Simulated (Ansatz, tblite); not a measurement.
Cost and result up the ladder for AsS3 (the lowest doublet isomer of a short search) (4 atoms). The state is a doublet with charge 0. Geometry: B3LYP-D4/def2-SVP.

```xyz
4

As    0.718    0.265    0.787
S    -1.762    0.106    0.118
S     1.783    1.216   -0.660
S    -0.739   -1.587   -0.245
```

Ansatz on 4 threads of Arm Neoverse V1 on a shared host; xTB runs through tblite on one thread. Times are rough, summed over both states, and most runs start from the orbitals of an earlier one. PBE0-D4/def2-TZVP serves as the yardstick here, not as an exact answer. The other state is a triplet.

The xTB rows come from tblite. The structure comes from a short search, and lower isomers may exist.

Raw xTB energies of ions are shifted by several eV, and xTB has no spin-polarisation term.

```
                         level  functions  wall time  vertical IE (eV)  difference from PBE0-D4/def2-TZVP (eV)
                      GFN1-xTB         36    0.009 s             15.31                                    6.46
                      GFN2-xTB         36    0.011 s             13.45                                    4.59
PBE-D4/def2-TZVP (with forces)        159        5 s              8.76                                   -0.10
             PBE0-D4/def2-TZVP        159       12 s              8.86                                    0.00
           r2SCAN-D4/def2-TZVP        159       13 s              8.84                                   -0.02
```
